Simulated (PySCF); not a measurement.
## Radial density of Mo²⁺ (molybdenum, charge +2)

r2SCAN, [Kr] 4d4, high-spin 5D determinant. Calculation: PySCF 2.14, in x2c-SVPall (6s5p5d1f, 53 functions); scalar relativity by spin-free X2C-1e.

```tsv
r (bohr)	4πr²ρ (e/bohr)	4πr²(ρα − ρβ)
0.0319	50.78	-0.0015
0.0537	44.90	0.0004
0.0904	62.25	0.0437
0.152	54.44	0.2622
0.256	42.98	0.5503
0.430	42.72	0.1469
0.723	12.42	0.5339
1.22	10.61	2.5583
2.05	2.706	1.6213
3.44	0.2087	0.2029
5.79	0.0007799	0.0006
```

Densities and radii are taken from the X2C orbitals without a picture-change correction, which distorts them close to the nucleus.
